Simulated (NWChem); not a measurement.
C2H2N3, doublet; SMILES C1=NC=N[N]1

In the optimisation the excess spin sits in a" (Cs, its own frame).

Task: Give the equilibrium geometry at PBE0/def2-SVP, spin-unrestricted (NWChem) as a list of bonds and angles, with the point group.

Result: point group C2v; any orientation.
Bonded distances (Å): C1–N2 1.326, C1–N5 1.413, C1–H6 1.092, N2–C3 1.326, C3–N4 1.413, C3–H7 1.092, N4–N5 1.270. Bond angles (°): N2–C1–N5 113.2, N2–C1–H6 125.1, N5–C1–H6 121.7, C1–N2–C3 101.4, N2–C3–N4 113.2, N2–C3–H7 125.1, N4–C3–H7 121.7, C3–N4–N5 106.1, C1–N5–N4 106.1.
